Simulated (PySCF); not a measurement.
BI₂, SMILES I[B]I, multiplicity 2. Coordinates come from a PBE0-D3(BJ)/def2-TZVP optimisation. The isomer is the one that the SMILES or the coordinates give; other isomers of the formula were not compared. The def2 effective core potentials stand for the cores of I; spin–orbit coupling is left out.

The numbers are results of PBE0-D3(BJ)/def2-TZVP (PySCF), not measurements.

Harmonic wavenumbers (cm⁻¹): 120, 452, 774. Rotational constants (GHz): 58.67, 0.5651, 0.5597; symmetry number 2.

Work out the zero-point energy and the ideal-gas rigid-rotor harmonic-oscillator thermochemistry at 298.15 K and 1 atm.

ZPE = ½ Σ hcν = ½ × 1346 cm⁻¹ = 8.05 kJ/mol. H − E(el) = 20.71 kJ/mol. Entropy in J/(mol K): translation 178.32, rotation 108.26, vibration 17.25, spin 5.76, total 309.59. G − E(el) = -71.59 kJ/mol. Cp = 49.92 J/(mol K). Modes under 150 cm⁻¹ make the vibrational entropy uncertain.
